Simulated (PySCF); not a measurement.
# Broadened absorption spectrum of C6H10Si

Species: C₆H₁₀Si.
InChI=1S/C6H10Si/c1-5(2)7-6-3-4-6/h3-4,6H,1,7H2,2H3

Method: TDDFT B3LYP/def2-SVPD, vertical, gas phase, core orbitals frozen in the response (PySCF). Isolated species at its GFN2-xTB geometry (one conformer only). Torsions of this conformer, `[CH2:1]=[C:2]([CH3:3])[SiH2:4][CH:5]1[CH:6]=[CH:7]1`: C1–C2–Si4–C5 -8°, C2–Si4–C5–C6 98°.

Broadening: Gaussians 0.4 eV wide at half height, area fixed by f = 4.319×10⁻⁹ ∫ε dν̃. The width is an assumption, not a result. The curve ends short of the highest state used, and states not computed would add to its high-energy end.

| E (eV) | ε (L mol⁻¹ cm⁻¹) |
| --- | --- |
| 4.73 | 3 |
| 4.80 | 10 |
| 4.86 | 28 |
| 4.92 | 71 |
| 4.99 | 178 |
| 5.05 | 340 |
| 5.12 | 621 |
| 5.18 | 910 |
| 5.24 | 1180 |
| 5.31 | 1373 |
| 5.37 | 1379 |
| 5.44 | 1208 |
| 5.50 | 971 |
| 5.56 | 722 |
| 5.63 | 479 |
| 5.69 | 335 |
| 5.76 | 243 |
| 5.82 | 226 |
| 5.88 | 266 |
| 5.95 | 389 |
| 6.01 | 550 |
| 6.08 | 773 |
| 6.14 | 958 |
| 6.20 | 1108 |

Question: Where are the band maxima, and which computed states make them?

Answer: 232 nm (5.34 eV), ε about 1400, made up of S1 (96%) (ε in L mol⁻¹ cm⁻¹; maxima over ε = 5, shares over 10%). At its high-energy end, 6.20 eV, the curve is still rising (ε about 1100, from S4, S5 and S6). The states used: S1 5.33 eV (f 0.020); S2 5.61 eV (f 0.0026); S3 5.93 eV (f 0.0009); S4 6.19 eV (f 0.012); S5 6.37 eV (f 0.0036); S6 6.53 eV (f 0.012); S7 6.69 eV (f 0.0070); S8 6.80 eV (f 0.038).

Question: What would ε be at 5.34 eV, the highest of these maxima, with half the width (0.2 eV)?

Answer: About 2690 L mol⁻¹ cm⁻¹ against 1400, a factor of about 1.9; a lone state at its own centre would give exactly 2.

Question: Coming from long wavelengths, where does ε first pass 100 L mol⁻¹ cm⁻¹?

Answer: At about 251 nm (4.95 eV), 0.39 eV below S1.

Question: On this curve, what absorbance would a 10⁻⁵ mol/L sample give at 248 nm over a 1 cm path?

Answer: 248 nm is 4.999 eV, where ε is about 200 L mol⁻¹ cm⁻¹, so A = ε c l ≈ 0.002 (Beer–Lambert, with the gas-phase spectrum and the assumed width).
